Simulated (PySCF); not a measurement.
# Structure from NMR data

Molecular formula: C7H8. Simulated spectra:

1H NMR (500 MHz, computed): δ 6.49 (m, 1H), 6.30 (d, 1H), 6.18 (m, 1H), 6.15 (d, 1H), 6.03 (m, 1H), 2.24 (s, 3H).

13C{1H} NMR (computed): δ 160.8 (C), 140.1 (CH), 139.6 (C), 137.3 (CH), 129.6 (CH), 128.3 (CH2), 14.8 (CH3).

Gas phase, fast rotation and ring inversion assumed for equivalent nuclei, one computed conformer, non-relativistic. GFN2-xTB structure; shielding tensors at PBE0/pcSseg-1 (GIAO); PySCF.

Chemical shifts δ = σref − σ; 1H and 13C against TMS, all at this level.

Which candidate is it?
A. CC#C[C@H]1C=CC1
B. C=C1C=CC=C1C
C. C=C(C)C=C1C=C1
D. CC#C[C@@H]1[C@H]2C[C@@H]12
E. Cc1ccccc1

Results:

B. 

1. The formula gives 4 degrees of unsaturation (1 ring in the answer).
2. 7 carbon signals for 7 carbons: no two carbons are equivalent.
3. Carbon types of the structure: 2 × C, 3 × CH, 1 × CH2, 1 × CH3, which accounts for all hydrogens.
4. δC 160.8, 139.6: fully substituted alkene carbon; an sp2 carbon of a C=C bond.
5. δC 140.1, 137.3, 129.6: alkene CH; an sp2 carbon of a C=C bond.
6. δC 128.3: terminal =CH2 carbon; the olefinic region.
7. δC 14.8: allylic methyl carbon; saturated and bonded to C and H only.
8. δH 6.49, 6.30, 6.15: hydrogen on an alkene CH; olefinic region.

The others: CC#C[C@@H]1[C@H]2C[C@@H]12 would give 6 carbon signals, not 7; Cc1ccccc1 would give 5 carbon signals, not 7; C=C(C)C=C1C=C1 has carbons computed at 150.2, 145.6, 142.8, 119.3, 110.5, 92.1, 23.6; CC#C[C@H]1C=CC1 has carbons computed at 147.6, 146.5, 85.9, 85.1, 41.4, 34.6, 4.9.

Shifts are as computed. Against solution values, carbons near 30 ppm lie about +3 ppm off and those near 130 ppm about +5 ppm (rms about the fit 2.1 ppm; single classes can miss by 10 ppm). Of 1328 compounds with measured shifts, 309 miss one by over three times the rms of a fit or turn the order of signals round; such compounds aren't used in these exercises. Signals without a measured value on file couldn't be tested in this way; 1H shifts scatter by 0.2 ppm about their fit, and single ones miss by 0.5 ppm. No couplings were computed; multiplicities are counted from neighbouring protons, with m where these are inequivalent, close in shift, in a saturated or five-membered ring or joined by F or P, and br s for small geminal =CH2 splittings.
